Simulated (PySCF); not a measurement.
A structure optimised at PBE-D3(BJ)/def2-TZVP, used in a PySCF frequency run:

```
B
O 1 1.3591
H 2 0.9731 1 113.79
H 1 1.2039 2 116.18 3 179.09
As 1 2.0544 4 119.04 2 -174.86
H 5 1.5315 1 92.54 4 -58.94
H 5 1.5376 6 93.34 1 95.64
```

**Question.** Write its SMILES and formula.

**Answer.** OB[AsH2], AsBH₄O

**Question.** What are its rotational constants (standard atomic weights)?

**Answer.** 36.375, 3.3472, 3.1479 GHz
